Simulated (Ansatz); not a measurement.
Consider the isomerisation: `C[CH]1[O][AlH]1` → `O/C=[CH]\[AlH2]`.

Calculated with Ansatz (gas phase, PBE0-D4/def2-TZVP geometries, no zero-point term in ΔE). CCSD(T)/CBS adds triple-zeta CCSD(T) − MP2 to the extrapolated MP2 energy (def2 sets, frozen cores). Functionals use def2-TZVPP. Each species was taken in one conformer, which may not be the lowest.

Is it downhill or uphill in electronic energy at CCSD(T)/CBS, and by how much? (Estimate.)

The calculation gave: Uphill: ΔE = +3.0 kcal/mol.

What do these levels give: ωB97M-V, BLYP, r2SCANh, LC-ωPBE, MP2/def2-SVP, CCSD(T)/def2-TZVPP? (Best estimate.)

The calculation gave: ωB97M-V 1.8, BLYP 1.1, r2SCANh 2.4, LC-ωPBE 4.2, MP2/def2-SVP 1.3, CCSD(T)/def2-TZVPP 2.1 kcal/mol.

What do rigid-rotor, harmonic-oscillator terms from PBE0-D4/def2-TZVP frequencies (298.15 K, 1 bar) make of the CCSD(T)/CBS value? (An estimate is asked.)

Ansatz gave: ΔZPE = -2.0 kcal/mol, ΔH = +1.2 kcal/mol, ΔS = 8 J/(mol·K), ΔG = +0.6 kcal/mol.

Largest T1 diagnostic among the species: 0.016.

From BLYP to BHLYP (50 % exact exchange), in def2-TZVPP and without D4, ΔE moves by −1.7 kcal/mol. In def2-TZVPP, CCSD(T) changes the Hartree–Fock value by +8.2 kcal/mol (the triples alone add +0.4 kcal/mol) and MP2 by +10.3 kcal/mol. At CCSD(T), def2-SVP lies −3.1 kcal/mol from the extrapolated value and def2-TZVPP −0.8 kcal/mol.
